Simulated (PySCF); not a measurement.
## Adding and removing an electron: HI

PBE0; H def2-SVPD, I def2-SVPD with ECP28; scalar-relativistic core potentials (PySCF 2.14). Neutral (UKS): singlet (closed shell), Re = 1.617 Å, ωe = 2342 cm⁻¹, De = 3.35 eV, HOMO -7.94 eV, LUMO -0.96 eV.

HI⁺ (UKS): doublet (π ↑), Re = 1.640 Å, ωe = 2235 cm⁻¹, De = 3.32 eV to H + I⁺. The energies at the minima are -298.30875 hartree for HI and -297.91926 for HI⁺.

(1) Work out the adiabatic ionisation energy, without and with harmonic zero-point energies (1 hartree = 27.2114 eV, 1 eV = 8065.5 cm⁻¹), and the change of the bond length.

HI⁻ (UKS): doublet (σ ↑), Re = 2.420 Å, ωe = 517 cm⁻¹, De = 0.20 eV to H + I⁻. The energies at the minima are -298.30875 hartree for HI and -298.31464 for HI⁻.

(2) Work out the adiabatic electron affinity, without and with harmonic zero-point energies (1 hartree = 27.2114 eV, 1 eV = 8065.5 cm⁻¹), and the change of the bond length.

Weak bonds: HI⁻. Basis-set superposition, not corrected here, can be much of De in a small basis, most of all at correlated wavefunction levels. Spin–orbit coupling is left out, which matters for elements this heavy, above all for dissociation energies. For an ion De counts to the pair picked by the measured ionisation energies or electron affinities, which need not be the lowest pair at this level. States were picked by a PBE0 search and need not be the measured ground states.

Results:

(1) At PBE0: 0.38949 hartree = 10.599 eV between the minima; the zero-point term (2235.0 − 2342.0)/2 cm⁻¹ = -0.007 eV makes it 10.592 eV. Re changes by +2.3 pm against the neutral. Minus the HOMO energy is 7.94 eV, -2.66 eV from the value between the minima; self-interaction puts the Kohn–Sham level too high, less so with exact exchange. The electron leaves a π orbital, which is non-bonding in a hydride.

(2) At PBE0: 0.00589 hartree = 0.160 eV between the minima; the zero-point term (2342.0 − 517.0)/2 cm⁻¹ = +0.113 eV makes it 0.273 eV. Re changes by +80.3 pm against the neutral. The electron enters a σ orbital, and the ion is left as a loose complex of an ion and an atom.
